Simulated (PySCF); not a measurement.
**Argon: a sound run and one with changed settings**

Sound run: Ar⁺ [Ne] 3s2 3p5, Ar²⁺ [Ne] 3s2 3p4. All numbers are calculated (PySCF 2.14, no relativity, point nucleus, in def2-TZVP). The sound run starts from symmetry-adapted Hartree-Fock orbitals and uses a fine grid where one is needed.

Changed run: 26 angular points. This setting is unsound on purpose.

```csv
species,method,sound run (hartree),changed run (hartree),converged
Ar⁺,UHF,-526.26721,-526.26721,yes
Ar⁺,M06-2X,-526.94207,-526.94415,yes
Ar⁺,M06-L,-526.94605,-526.94572,yes
Ar²⁺,UHF,-525.29800,-525.29800,yes
Ar²⁺,M06-2X,-525.92533,-525.92801,yes
Ar²⁺,M06-L,-525.93503,-525.93618,yes
```

Ionisation energy of Ar⁺:

| method | sound run (eV) | changed run (eV) |
| --- | --- | --- |
| UHF | 26.374 | 26.374 |
| M06-2X | 27.667 | 27.651 |
| M06-L | 27.511 | 27.471 |

A coarse angular grid integrates products of high-l functions wrongly, so density functionals can shift, and the SCF can exploit the error; Hartree-Fock and MP2 need no grid.

For comparison, NIST gives 27.630 eV between the lowest levels.
